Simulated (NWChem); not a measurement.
System: SiH₃OF; SMILES F[SiH2]O

```xyz
6

Si    -0.4328     0.0479    -0.0345
O      0.5924    -1.2340    -0.2067
F      0.3694     1.4458    -0.0795
H     -1.3520    -0.0169    -1.1876
H     -1.1376     0.0111     1.2724
H      1.1907    -1.4277     0.5282
```
Atoms are numbered in this order, from 1.

Program: NWChem. Structure relaxed at the B3LYP/6-31G* (spherical d) level. Atomic charges in e: unrestrained fits to the electrostatic potential beside Mulliken populations; buried atoms are poorly determined by the fit.

What does the run give for B3LYP/def2-SVP? Quantities: ESP Si1; Mulliken Si1; ESP O2; Mulliken O2; ESP F3; Mulliken F3; relative RMS misfit of the potential (%).

The ESP Si1 is 0.92, the Mulliken Si1 is 0.80 and the ESP O2 comes out as -0.66. The Mulliken O2 is -0.39 and the ESP F3 is -0.34. The Mulliken F3 is -0.34 and the relative RMS misfit of the potential (%) is 23.
